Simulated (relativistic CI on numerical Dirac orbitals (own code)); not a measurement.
## Au²⁺: resonant inelastic scattering at the L2,3 edge

Computed with this model: Dirac-Coulomb-Breit CI, KLI orbitals optimised for each configuration, model QED (radiative potential, 1s self-energy scaled to tabulated hydrogen-like ionisation energies), valence Slater integrals scaled by 0.8, Kramers-Heisenberg scattering through one core-hole configuration in a parametric crystal field; configurations [Xe] 4f14 5d9 → [He] 2s2 2p5 3s2 3p6 3d10 4s2 4p6 4d10 4f14 5s2 5p6 5d10; 80 K; core-hole width 5 eV; summed over polarisations. Incident energies are the highest absorption maxima for each field (at most a few, so the weaker spin-orbit partner edge can be absent), on the computed scale of the free ion. Intensities are in per cent of the strongest line above 0.02 eV; levels within 1 cm⁻¹ are merged; final levels count from the ground level, the first row holds all elastic scattering, lines under 0.4 are left out and each table stops after 24 rows. The scale of the Slater integrals is a model choice and moves the terms in proportion.

Field parameters in Wybourne normalisation: D4h B²₀ = −7Ds, B⁴₀ = 21(Dq − Dt), B⁴₄ = 21√(5/14) Dq. The field is a parameter set, without covalency.

S is read from ⟨S²⟩ = S(S + 1).

D4h, 10Dq = 26600, Ds = 2350, Dt = -90 cm⁻¹:

```
Final level (eV)  Degeneracy  Irrep     S  11915.3 eV
           0.000           2     Γ7  0.50       132.8
           1.094           2     Γ6  0.50        58.7
           3.254           2     Γ7  0.50       100.0
           4.376           2     Γ7  0.50        83.2
           4.811           2     Γ6  0.50        15.5
```

D4h, 10Dq = 43450, Ds = 2770, Dt = 670 cm⁻¹:

```tsv
Final level (eV)	Degeneracy	Irrep	S	11916.5 eV	13732.7 eV
0.000	2	Γ7	0.50	109.2	10.5
1.763	2	Γ6	0.50	55.1	9.4
5.195	2	Γ7	0.50	100.0	2.6
6.165	2	Γ7	0.50	73.9	23.8
6.507	2	Γ6	0.50	17.1	27.5
```

For the first field the strongest loss at the lowest incident energy is the level at 3.25 eV (S = 0.50, against 0.50 in the thermal ground state).
